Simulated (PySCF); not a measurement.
Cu(I) cation (CuI), SMILES [Cu][I] (connectivity only; charge and spin as stated), charge +1, multiplicity 2.

The structure is a stationary point at PBE-D3(BJ)/def2-TZVP. The spin state was assumed, not searched. The def2 effective core potentials stand for the cores of I; spin–orbit coupling is left out.

Computed with CAM-B3LYP/def2-TZVPD (PySCF).

Isolated molecule, no solvent.

Computed frontier levels, dipole moment:
```yaml
"α spin, highest occupied and lowest empty level": -15.11 and -7.28 eV
"β spin, highest occupied and lowest empty level": -14.84 and -10.17 eV
dipole_moment_about_the_centre_of_nuclear_charge: 3.64 D
"⟨S²⟩": 0.754 (pure state 0.75)
```
